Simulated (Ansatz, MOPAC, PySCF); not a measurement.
Noncovalent pair: CH6OSi (SMILES CO[SiH3]) (first 9 atoms) with CH4 (SMILES C); geometry from B3LYP-D3(BJ)/def2-TZVP, rigid monomers moved along the line of their centres of mass till O2···H11 is 3.75 Å.
(charge 0, multiplicity 1):
```xyz
14

C     -1.605    -0.467     0.322
O     -0.549     0.465     0.151
Si     0.949     0.040    -0.383
H     -2.479     0.074     0.682
H     -1.860    -0.956    -0.624
H     -1.341    -1.234     1.057
H      1.555    -0.989     0.500
H      1.761     1.272    -0.372
H      0.881    -0.521    -1.757
C      0.064     0.051     4.699
H     -0.158     0.722     3.872
H     -0.862    -0.384     5.075
H      0.723    -0.744     4.353
H      0.553     0.603     5.501
```

Monomers are frozen at their geometry in the pair; levels with a basis set take the counterpoise correction. Rows marked so take none.

Frozen-core correlation. Rows in 3-21G, 6-311+G**, 6-31G* carry no dispersion term and start afresh at each structure (6-31G* with six Cartesian d functions). The state that PM3 reach isn't checked.

Codes used: Ansatz (a program for electronic structure); MOPAC for PM3 (differences of heats of formation); PySCF for 3-21G rows, 6-311+G** rows, 6-31G* rows, the dispersion terms. Values without a source in brackets are computed.

Other levels give for the interaction energy: PBE/def2-TZVPPD -0.24; B3LYP/def2-TZVPPD 0.07; B3LYP-D3(BJ)/def2-TZVPPD -0.47; wB97M-V/def2-TZVPPD -0.48; CCSD(T)/aug-cc-pV(D+d)Z -0.45 kcal/mol.

Question: What do these common cheap choices give for the same quantity: PM3, HF/3-21G (no counterpoise), HF/6-31G*, B3LYP/3-21G (no counterpoise), B3LYP/6-31G*, B3LYP/6-31G* (no counterpoise), B3LYP/6-311+G** (no counterpoise), M06-2X/6-31G* (no counterpoise)?

Answer: PM3 0.00; HF/3-21G (no counterpoise) -0.21; HF/6-31G* -0.04; B3LYP/3-21G (no counterpoise) -0.17; B3LYP/6-31G* 0.05; B3LYP/6-31G* (no counterpoise) -0.12; B3LYP/6-311+G** (no counterpoise) 0.02; M06-2X/6-31G* (no counterpoise) -0.50 kcal/mol. They span -0.50 to 0.05 kcal/mol.
